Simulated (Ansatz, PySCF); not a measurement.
Reaction (SMILES): FC(Cl)(Cl)Cl [trichloro(fluoro)methane] → F atom + Cl[C](Cl)Cl (the C-F bond at the site shown breaks; other sites are not compared here)
Each molecule is optimised on its own at B3LYP-D3(BJ)/def2-TZVP (Ansatz, a quantum-chemistry and plane-wave program). Frequencies are from Ansatz or PySCF.

Wanted: bond dissociation energy (enthalpy at 298 K, with B3LYP-D3(BJ) rigid-rotor harmonic-oscillator terms), in kcal/mol. Correlated levels leave the core frozen unless marked. UHF or UKS for open shells. Spin-orbit coupling is left out. No relativistic terms. CBS(X,Y): correlation extrapolated as X^-3; Hartree-Fock from the larger set. [CCSD(T)-MP2]/basis is that difference in the basis named.

RI-MP2/CBS(cc-pV(T+d)Z,cc-pV(Q+d)Z)+[CCSD(T)-MP2]/cc-pV(T+d)Z (Ansatz) gives 106.2 kcal/mol.

Question: Another calculation gave 91.4 kcal/mol. Which level was it?
A. PBE-QIDH/def2-TZVPD (Ansatz)
B. BHLYP/def2-TZVPD (Ansatz)
C. SVWN5/def2-TZVPD (Ansatz)
D. B3LYP/def2-TZVPD (Ansatz)

Answer: B, BHLYP/def2-TZVPD (Ansatz). The others give 98.9 (B3LYP), 101.5 (PBE-QIDH), 130.2 (SVWN5) kcal/mol.
